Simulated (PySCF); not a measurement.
Polarisability and C₆ of Si (silicon, neutral)

[Ne] 3s1 3p3, high-spin 5S determinant (an excited configuration). Computed with PySCF 2.14 in dyall-av2z (13s9p2d, 50 functions), with the non-relativistic Hamiltonian (point nucleus). Coupled (time-dependent) response in atomic units; α is the mean over directions. A double-zeta set is small for polarisabilities.

```
 method  mean α (bohr³)  C₆ (like pair)  S(−4)
    UHF           34.34           277.2  381.4
    PBE           37.73           310.6  516.6
   PBE0           36.31           296.1  458.2
  B3LYP           37.24           305.1  497.0
wB97X-V           35.83           291.7  436.4
```

S(−4) is the Cauchy moment in α(ω) = α(0) + S(−4) ω² + …

α(iu) at PBE0:

```csv
u (hartree),α(iu) (bohr³)
0,36.31
0.0500,35.21
0.100,32.34
0.200,24.74
0.300,18.07
0.500,9.935
0.750,5.388
1.00,3.319
1.50,1.609
2.00,0.9494
3.00,0.4508
5.00,0.1777
```
